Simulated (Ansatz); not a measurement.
Reaction (ligand exchange at a Ta–N bond): `[NH]=[Ta]([NH2])([F])[F]` + H–F → `[NH]=[Ta]([F])([F])[F]` + NH₃

Program: Ansatz. Geometries: PBE0-D4/def2-TZVP. ΔE: electronic, gas phase. CCSD(T)/CBS adds triple-zeta CCSD(T) − MP2 to the extrapolated MP2 energy (def2 sets, frozen cores). This one scheme is used for every species. DFT in def2-TZVPP. B3LYP here is the variant with VWN-RPA as its local correlation; programs differ in this. Elements past krypton have def2 core potentials. For Ta outer-core shells are correlated without core-valence functions, which leaves a few kJ/mol of doubt a bond. One conformer a species, not always the lowest.

Q: Is it downhill or uphill in electronic energy at CCSD(T)/CBS, and by how much? (Estimate.)

A: The calculation gave: Downhill: ΔE = -0.66 eV.

Q: What do these levels give: r2SCAN-D4, B97M-V, r2SCANh-D4, ωB97M-V, PBE, B3LYP, LC-ωPBE, RPA@PBE/def2-TZVPP, CCSD(T)/def2-SVP, HF/def2-QZVPP, HF/CBS(def2), MP2/CBS(def2)? (Estimate.)

A: Ansatz gave: r2SCAN-D4 -0.83, B97M-V -0.89, r2SCANh-D4 -0.80, ωB97M-V -0.78, PBE -0.80, B3LYP -0.83, LC-ωPBE -0.84, RPA@PBE/def2-TZVPP -0.70, CCSD(T)/def2-SVP -0.77, HF/def2-QZVPP -0.87, HF/CBS(def2) -0.87, MP2/CBS(def2) -0.62 eV.

Largest T1 diagnostic among the species: 0.019.

The D4 term adds +0.06 eV with B3LYP and +0.03 eV with PBE0; it sums over pairs of atoms, weighted by their polarisabilities, and B3LYP, whose exchange is more repulsive, gets the larger term. From BLYP to BHLYP (50 % exact exchange), in def2-TZVPP and without D4, ΔE moves by +0.06 eV. In def2-TZVPP, CCSD(T) changes the Hartree–Fock value by +0.17 eV (the triples alone add +0.02 eV) and MP2 by +0.21 eV.
